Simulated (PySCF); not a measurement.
**Se²⁸⁺ (selenium, charge +28) across methods**

[He] 2s2 2p2, high-spin 3P determinant. Calculation: PySCF 2.14, in an even-tempered Gaussian basis (19 s from 8.1 bohr⁻², ratio 2.2; 12 p from 11 bohr⁻², ratio 2.2; 6 d from 43 bohr⁻², ratio 2.4; 5 f from 64 bohr⁻², ratio 2.4; 4 g from 97 bohr⁻², ratio 2.4); the spin-free X2C one-electron Hamiltonian (Gaussian nucleus).

| method | E (hartree) | mean ε 2s α (eV) | mean ε 2s β (eV) | mean ε 2p α (eV) | Σ⟨r²⟩ (bohr²) | ⟨S²⟩ |
| --- | --- | --- | --- | --- | --- | --- |
| LDA | -1647.130 | -3192.7 | -3165.8 | -3060.5 | 0.1452 | 2.000 |
| r2SCAN0 | -1650.492 | -3222.0 | -3184.4 | -3087.9 | 0.1449 | 2.000 |
| UHF | -1650.31249 | -3270.6 | -3217.1 | -3134.4 | 0.1449 | 2.000 |
| B3LYP | -1650.407 | -3212.0 | -3180.0 | -3078.7 | 0.1450 | 2.000 |
| PBE0 | -1650.340 | -3215.5 | -3182.3 | -3081.7 | 0.1450 | 2.000 |
| PBE | -1650.291 | -3196.8 | -3170.0 | -3063.8 | 0.1450 | 2.000 |

**Question.** Estimate the same row for r2SCAN.

**Answer.** E (hartree) = -1650.488; mean ε 2s α (eV) = -3205.6; mean ε 2s β (eV) = -3173.0; mean ε 2p α (eV) = -3072.1; Σ⟨r²⟩ (bohr²) = 0.1449; ⟨S²⟩ = 2.000.

Spin-orbit coupling is strong in this species (close to jj coupling), so the high-spin LS determinant is a model state, not a physical level.
